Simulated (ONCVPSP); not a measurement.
LDA (Perdew-Zunger) ONCV dataset for nitrogen (N), scalar-relativistic all-electron reference.

```json
{
 "Element": "nitrogen (N)",
 "Generator": "ONCVPSP 4.0.1",
 "Type": "optimised norm-conserving Vanderbilt (ONCV)",
 "Functional": "LDA (Perdew-Zunger)",
 "Relativity": "scalar-relativistic",
 "Frozen core": "[He]",
 "Valence charge": "5",
 "Reference configuration": "2s2 2p2.75 (charge +0.25)",
 "Partial waves": "2s: rc 1.00 bohr, ncon 4, nbas 9, qcut 7.3 1/bohr, 2 projectors, debl 2.1 Ha; 2p: rc 2.05 bohr, ncon 4, nbas 8, qcut 8.9 1/bohr, 2 projectors, debl 2.5 Ha; d scattering state at 0.1 Ha: rc 1.85 bohr, ncon 5, nbas 8, qcut 8 1/bohr, 2 projectors, debl 3.1 Ha",
 "Local potential": "polynomial inside 0.80 bohr (lpopt 4, dvloc0 4 Ha)",
 "Core correction": "Teter function fitted to the true core (icmod 2), fcfact 0.2"
}
```

Poles of the logarithmic derivatives, all-electron (AE) and pseudo (PS). s: poles at 4.5 (AE) and 4.5 (PS) Ha. p: poles at -0.1, 3.5 (AE) and -0.1, 3.5 (PS) Ha. d: poles at 2.9 (AE) and 2.9 (PS) Ha. Test radii: s 1.01, p 2.08, d 1.88 bohr.

- Cutoffs needed: 25 Ha and 130 Ha (the cutoffs (Ha) at which the residual kinetic energy of the hardest occupied pseudo-wave falls to 1 and 0.1 mHa per electron)
- Ghost test: no bound ghost flagged; no localised positive-energy state flagged
- Largest excitation error: +283 meV (all-electron minus pseudo) for 2s2 2p1, out of 4 test configurations
- rms error of d²Exc/dni dnj: 2.97 mHa without and 1.46 mHa with the model core
